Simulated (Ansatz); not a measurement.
One change: `CC(=S)[NH][AlH2]` becomes `CC(=S)CI`.

Ansatz, PBE0-D4/def2-TZVP geometries, multiplicity 1. Each molecule was computed in one conformer, which needn't be the lowest.

Elements past krypton have def2 core potentials.

```tsv
property	`CC(=S)[NH][AlH2]`
HOMO–LUMO gap (PBE0/def2-TZVPP) / eV	4.12
HOMO energy (PBE0/def2-TZVPP) / eV	-6.14
size of the dipole moment (B3LYP/def2-TZVPP) / D	3.51
HOMO energy (ωB97M-V/def2-TZVPP) / eV	-8.33
size of the dipole moment (PBE/def2-TZVPP) / D	3.30
LUMO energy (PBE/def2-TZVPP) / eV	-2.79
```

(1) Give the same properties after the change, and the shifts. (An estimate is asked.)

## Answers

(1) The calculation gave: 
```tsv
property	`CC(=S)CI`	shift
HOMO–LUMO gap (PBE0/def2-TZVPP) / eV	3.97	-0.15
HOMO energy (PBE0/def2-TZVPP) / eV	-6.63	-0.49
size of the dipole moment (B3LYP/def2-TZVPP) / D	2.19	-1.32
HOMO energy (ωB97M-V/def2-TZVPP) / eV	-8.83	-0.50
size of the dipole moment (PBE/def2-TZVPP) / D	2.14	-1.16
LUMO energy (PBE/def2-TZVPP) / eV	-3.51	-0.72
```

With PBE0 the HOMO falls by 0.49 eV and the LUMO falls by 0.63 eV, so the gap narrows by about 0.14 eV. PBE moves the HOMO by -0.42 eV and ωB97M-V by -0.50 eV. Dipoles are sizes alone; their direction can turn.

B3LYP here is the variant with VWN-RPA as its local correlation; programs differ in this.

Spin–orbit coupling is left out; it splits and shifts lone-pair levels of the heavy atoms by tenths of an eV.
